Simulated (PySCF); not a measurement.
## How methods differ on the ionisation energy of Fe(2+)

Fe(2+) [Ar] 3d6 (5D) → Fe(3+) [Ar] 3d5 (6S), as a difference of total energies. Calculation: PySCF 2.14, in def2-SVP (5s3p2d1f, 31 functions); no relativity, point nucleus. Correlated levels: valence: [Ar] frozen. The calculations carry no spin-orbit coupling.

| method | ionisation energy (eV) |
| --- | --- |
| UHF | 28.793 |
| r2SCAN | 31.285 |
| BP86 | 32.152 |
| MP2 (valence) | 29.843 |
| SCS-MP2 (valence) | 29.836 |

How much does correlation contribute at MP2 (valence)?

29.843 − (28.793) = 1.050 eV, measured against UHF.

These non-relativistic numbers lack the scalar-relativistic shift.

The reference lies between the lowest fine-structure levels, while these numbers refer to the centres of the terms.

Errors of the correlated levels include the incompleteness of this basis and the frozen core.

For comparison: 30.651 ± 0.012 eV (measured; NIST Atomic Spectra Database, ionization energies).
